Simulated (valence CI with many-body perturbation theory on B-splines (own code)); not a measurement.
From CI to CI+MBPT in Yb54+

Calculated by relativistic CI+MBPT: six valence electrons over a frozen Dirac-Fock core [Ne], a basis of 9 s, 9 p, 8 d, 6 f, 3 g, 1 h functions for each j, with the one-electron correlation potential Σ1, the two-electron term Σ2, the three-electron term Σ3, Breit, model QED; selected CI, second order for the rest, scaled by the run's own slope (own B-spline code, finite nucleus).

The last digits are not significant, and no measured levels were compared; by estimate large intervals hold to a few tenths of a per cent, small ones and those within an open d or f shell to about a per cent. Among the levels kept, up to 980 cm⁻¹ of a level comes from second order outside the variational space, and about a tenth of that is noise between levels of different J, which matters for small intervals.

Each rung adds one term. CI alone is the Dirac-Coulomb CI over the frozen core; QED comes last and gives the full result, which names the levels. Energies are above (3s^2 3p1/2^2 3p3/2^2) J=2 on the same rung, in × 10³ cm⁻¹.

Levels are named by their leading jj configuration (3d3/2^4 stands for four electrons in 3d with j = 3/2), which in mixed levels can hold well under half, so a name can repeat and another be missing. Letters in brackets count levels of one name in rising energy.

| Level | CI alone | + Σ1 | + Σ2 | + Σ3 | + Breit | Full |
| --- | --- | --- | --- | --- | --- | --- |
| (3s^2 3p1/2^2 3p3/2^2) J=0 | 145.45 | 145.46 | 145.33 | 144.91 | 148.01 | 147.95 |
| (3s^2 3p1/2^2 3p3/2 3d3/2) J=2 | 1778.4 | 1776.5 | 1773.5 | 1771.9 | 1766.5 | 1761.2 |
| (3s^2 3p1/2^2 3p3/2 3d3/2) J=1 | 1839.7 | 1837.8 | 1834.8 | 1833.0 | 1828.3 | 1822.9 |
| (3s^2 3p1/2^2 3p3/2 3d3/2) J=0 | 1838.6 | 1836.7 | 1834.2 | 1832.6 | 1831.3 | 1826.0 |
| (3s^2 3p1/2^2 3p3/2 3d3/2) J=3 | 1849.0 | 1847.2 | 1844.3 | 1842.4 | 1833.4 | 1828.2 |
| (3s^2 3p1/2 3p3/2^3) J=1 | 2157.5 | 2158.8 | 2160.5 | 2160.5 | 2135.8 | 2138.5 |
| (3s^2 3p1/2 3p3/2^3) J=2 | 2234.4 | 2235.7 | 2236.9 | 2236.7 | 2209.0 | 2211.7 |
| (3s^2 3p1/2^2 3p3/2 3d5/2) J=4 | 2324.1 | 2323.3 | 2320.8 | 2318.9 | 2295.8 | 2291.9 |
| (3s^2 3p1/2^2 3p3/2 3d5/2) J=2 | 2365.1 | 2364.3 | 2360.8 | 2358.9 | 2338.9 | 2334.7 |
| (3s^2 3p1/2^2 3p3/2 3d5/2) J=3 | 2517.8 | 2517.0 | 2511.7 | 2508.5 | 2487.1 | 2483.2 |
| (3s^2 3p1/2^2 3p3/2 3d5/2) J=1 | 2595.4 | 2594.7 | 2590.4 | 2586.9 | 2569.9 | 2565.9 |
| (3s 3p1/2^2 3p3/2^3) J=2 | 3531.2 | 3530.5 | 3529.3 | 3530.4 | 3523.7 | 3501.0 |
| (3s^2 3p1/2^2 3d3/2^2) J=2 | 3630.2 | 3626.5 | 3621.1 | 3617.6 | 3606.6 | 3595.9 |
| (3s 3p1/2^2 3p3/2^3) J=1 | 3690.1 | 3689.4 | 3687.7 | 3688.3 | 3677.2 | 3659.7 |
| (3s^2 3p1/2^2 3d3/2^2) J=0 | 3802.8 | 3799.1 | 3794.2 | 3790.2 | 3784.5 | 3773.8 |
| (3s^2 3p1/2 3p3/2^2 3d3/2) J=2 [a] | 3867.6 | 3866.9 | 3865.7 | 3864.5 | 3831.3 | 3828.8 |
| (3s^2 3p1/2 3p3/2^2 3d3/2) J=0 | 3875.8 | 3875.2 | 3874.1 | 3872.9 | 3841.2 | 3838.5 |
| (3s^2 3p1/2 3p3/2^2 3d3/2) J=1 [a] | 3883.2 | 3882.6 | 3880.9 | 3879.8 | 3850.7 | 3845.8 |
| (3s^2 3p1/2 3p3/2^2 3d3/2) J=3 [a] | 3932.7 | 3932.1 | 3930.8 | 3929.3 | 3891.6 | 3889.2 |
| (3s^2 3p1/2 3p3/2^2 3d3/2) J=4 | 4001.5 | 4000.8 | 3999.7 | 3997.9 | 3956.2 | 3953.7 |
| (3s^2 3p1/2 3p3/2^2 3d3/2) J=2 [b] | 4091.3 | 4090.7 | 4088.6 | 4086.6 | 4053.2 | 4050.5 |
| (3s^2 3p1/2^2 3d3/2 3d5/2) J=3 | 4201.6 | 4198.9 | 4192.5 | 4188.6 | 4162.1 | 4152.6 |
| (3s^2 3p1/2 3p3/2^2 3d3/2) J=3 [b] | 4204.8 | 4204.2 | 4199.4 | 4196.4 | 4160.3 | 4157.8 |
| (3s^2 3p1/2 3p3/2^2 3d3/2) J=2 [c] | 4251.7 | 4251.1 | 4245.1 | 4242.1 | 4211.5 | 4206.8 |
| (3s^2 3p1/2^2 3d3/2 3d5/2) J=2 | 4284.6 | 4281.9 | 4275.4 | 4271.4 | 4245.8 | 4236.3 |
| (3s^2 3p1/2 3p3/2^2 3d3/2) J=1 [b] | 4287.1 | 4286.5 | 4280.2 | 4277.4 | 4248.9 | 4243.5 |
| (3s^2 3p1/2^2 3d3/2 3d5/2) J=1 | 4311.8 | 4309.2 | 4302.6 | 4298.6 | 4278.7 | 4269.1 |
| (3s^2 3p1/2^2 3d3/2 3d5/2) J=4 | 4331.6 | 4329.0 | 4322.6 | 4318.2 | 4285.5 | 4275.9 |
| (3s^2 3p1/2 3p3/2^2 3d5/2) J=3 | 4377.7 | 4378.1 | 4377.0 | 4375.6 | 4329.3 | 4328.1 |
| (3s^2 3p1/2 3p3/2^2 3d5/2) J=4 [a] | 4382.2 | 4382.7 | 4381.9 | 4380.4 | 4332.6 | 4331.4 |
| (3s^2 3p1/2 3p3/2^2 3d3/2) J=1 [c] | 4388.2 | 4387.6 | 4380.7 | 4377.2 | 4349.7 | 4344.2 |

How does the ionisation energy move along the ladder, and which term matters most?

CI alone 5231.2, + Σ1 5232.2, + Σ2 5232.4, + Σ3 5231.7, + Breit 5227.3, + QED 5226.9 eV. The largest step is Breit, -4.3 eV. NIST lists 5224 ± 5 eV (theoretical).
